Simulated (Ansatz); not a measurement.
## FGeH2Si2: where a starting geometry ends

The starting geometry of this gas-phase doublet was optimised with GFN2-xTB.

```
atom    x (Å)    y (Å)    z (Å)
   F  -1.4339   1.0619  -0.3448
  Ge   1.3645   0.5006  -1.9454
  Si  -0.4797  -0.2402  -0.7008
  Si   1.5910   0.7390   0.5252
   H  -1.3147  -1.2469  -0.0273
   H   2.0658  -0.9679  -1.6435
```

Q: Where would you expect an optimisation with r2SCAN-D4/def2-SVP to take it?

A: A new bond forms, giving a structure with H6 bridging Ge2 and Si4, given below by its coordinates. Distances that change by over a tenth: Ge2–H6 (1.66 → 1.84 Å), Si3–Si4 (2.60 → 2.28 Å). Contacts that close: Si4–H6 (2.80 → 1.65 Å).

The energy falls by 0.94 eV over 15 steps:

```json
{"step": "1", "E − E(last) (eV)": "0.941"}
{"step": "3", "E − E(last) (eV)": "0.581"}
{"step": "4", "E − E(last) (eV)": "0.348"}
{"step": "6", "E − E(last) (eV)": "0.121"}
{"step": "7", "E − E(last) (eV)": "0.056"}
{"step": "9", "E − E(last) (eV)": "0.002"}
{"step": "10", "E − E(last) (eV)": "0.002"}
{"step": "12", "E − E(last) (eV)": "0.000"}
{"step": "13", "E − E(last) (eV)": "0.000"}
{"step": "15", "E − E(last) (eV)": "0.000"}
```

Final geometry (Å):

```xyz
6

F    -1.5423    1.1100   -0.2213
Ge    1.2782    0.3818   -2.2478
Si   -0.4220   -0.0625   -0.4062
Si    1.7234    0.5092    0.1073
H    -1.1829   -1.3452   -0.4220
H     1.9385   -0.7469   -0.9466
```

Frequencies at the end are all real (lowest 125 cm⁻¹). Open shells are spin-unrestricted. Run with Ansatz 0.2.0, 100 s on 2 threads of Intel(R) Xeon(R) Platinum 8375C CPU @ 2.90GHz (Ice Lake), with other jobs on the host.
